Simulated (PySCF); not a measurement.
Job file and geometry (Å, from GFN2-xTB) of an NMR shielding run on `C1[Si](B(C)C)(C(=O)O)C1`, C5H11BO2Si, GIAO PBE0/pcSseg-1 NMR shielding, non-relativistic, gas phase in PySCF; density fitting, a coarse starting grid and PySCF grid level 2 are the driver's defaults:

```
$ OMP_NUM_THREADS=1 python probes_run.py task.json out

{"job": {"kind": "nmr", "xc": "PBE0", "basis": "pcSseg-1"}, "charge": 0, "multiplicity": 1}
C      1.990753     1.680340     0.129851
B      1.336387     0.256210     0.271468
C      2.233321    -0.967407     0.712719
Si    -0.533782    -0.011751    -0.116987
C     -1.654705     1.452563    -0.610325
O     -1.265695     2.595397    -0.701921
O     -2.930892     1.124319    -0.850161
C     -1.313142    -1.624915    -0.803177
C     -1.642162    -1.380919     0.644482
H      2.642186     1.926933     0.967878
H      1.274099     2.488246     0.006116
H      2.635577     1.691380    -0.751197
H      3.274345    -0.713066     0.899427
H      2.217645    -1.754326    -0.041508
H      1.842997    -1.430185     1.619152
H     -3.446431     1.912538    -1.093513
H     -2.134912    -1.557903    -1.499555
H     -0.659388    -2.458136    -1.013401
H     -2.674167    -1.159748     0.870305
H     -1.197182    -2.058891     1.357311
```

Q: What does the program print?

A: 
```
coarse grid: 17136 points
cycle   1  E = -661.0558732822  dE =  1.158e+00  |g| = 9.937e-01  |ddm| = 4.055e+00
cycle   2  E = -660.7115666767  dE =  3.443e-01  |g| = 1.668e+00  |ddm| = 1.798e+00
cycle   3  E = -661.2367554520  dE = -5.252e-01  |g| = 3.314e-01  |ddm| = 1.261e+00
cycle   4  E = -661.2570445621  dE = -2.029e-02  |g| = 8.287e-02  |ddm| = 2.572e-01
cycle   5  E = -661.2580799559  dE = -1.035e-03  |g| = 3.345e-02  |ddm| = 9.047e-02
cycle   6  E = -661.2583686777  dE = -2.887e-04  |g| = 7.080e-03  |ddm| = 4.132e-02
cycle   7  E = -661.2583805417  dE = -1.186e-05  |g| = 2.843e-03  |ddm| = 9.608e-03
cycle   8  E = -661.2583824771  dE = -1.935e-06  |g| = 5.454e-04  |ddm| = 2.674e-03
final grid: 160688 points
cycle   9  E = -661.3285607642  dE = -3.782e-05  |g| = 1.381e-02  |ddm| = 3.291e-02
cycle  10  E = -661.3285054847  dE =  5.528e-05  |g| = 2.155e-02  |ddm| = 2.464e-02
cycle  11  E = -661.3285982692  dE = -9.278e-05  |g| = 3.812e-03  |ddm| = 1.680e-02
cycle  12  E = -661.3286012505  dE = -2.981e-06  |g| = 4.566e-04  |ddm| = 2.883e-03
cycle  13  E = -661.3286012810  dE = -3.052e-08  |g| = 1.892e-04  |ddm| = 4.449e-04
cycle  14  E = -661.3286012888  dE = -7.830e-09  |g| = 3.987e-05  |ddm| = 1.811e-04
cycle  15  E = -661.3286012891  dE = -2.979e-10  |g| = 1.873e-05  |ddm| = 5.231e-05
converged SCF energy = -661.3286012891

GIAO shielding tensors (ppm)
atom      isotropic    diamagn.    paramagn.     s11        s22        s33       span
  0 C      163.309     254.076     -90.767    130.062    174.575    185.288     55.227
  1 B       -9.333     194.101    -203.434   -100.738    -54.591    127.329    228.067
  2 C      168.446     253.730     -85.284    140.810    181.539    182.990     42.181
  3 Si     518.297     884.878    -366.581    357.788    393.709    803.393    445.605
  4 C       -4.811     256.989    -261.800   -122.969     30.028     78.509    201.477
  5 O     -179.705     402.972    -582.677   -560.745   -229.836    251.466    812.211
  6 O      111.965     391.217    -279.252    -59.552    141.708    253.740    313.293
  7 C      171.592     257.547     -85.955    153.982    176.617    184.178     30.195
  8 C      171.590     257.614     -86.024    153.633    176.539    184.600     30.967
  9 H       30.344      30.097       0.247     26.609     28.892     35.532      8.924
 10 H       28.255      32.722      -4.467     23.086     28.984     32.696      9.611
 11 H       30.707      30.160       0.547     26.962     28.936     36.221      9.259
 12 H       30.338      30.397      -0.059     26.582     29.192     35.238      8.655
 13 H       30.826      31.817      -0.991     25.884     31.470     35.125      9.241
 14 H       30.766      31.731      -0.965     25.811     31.409     35.078      9.268
 15 H       25.544      29.359      -3.816     18.737     23.192     34.701     15.964
 16 H       30.058      31.380      -1.322     24.805     26.567     38.803     13.998
 17 H       30.486      32.784      -2.298     25.709     26.637     39.110     13.401
 18 H       30.079      31.367      -1.288     24.800     26.598     38.837     14.037
 19 H       30.470      32.801      -2.332     25.691     26.639     39.080     13.389
```

Size and cost of the density-fitted run: 215 basis functions, 80 s wall time on 1 thread of an Arm Neoverse N1, shared host; peak memory 1 GiB.
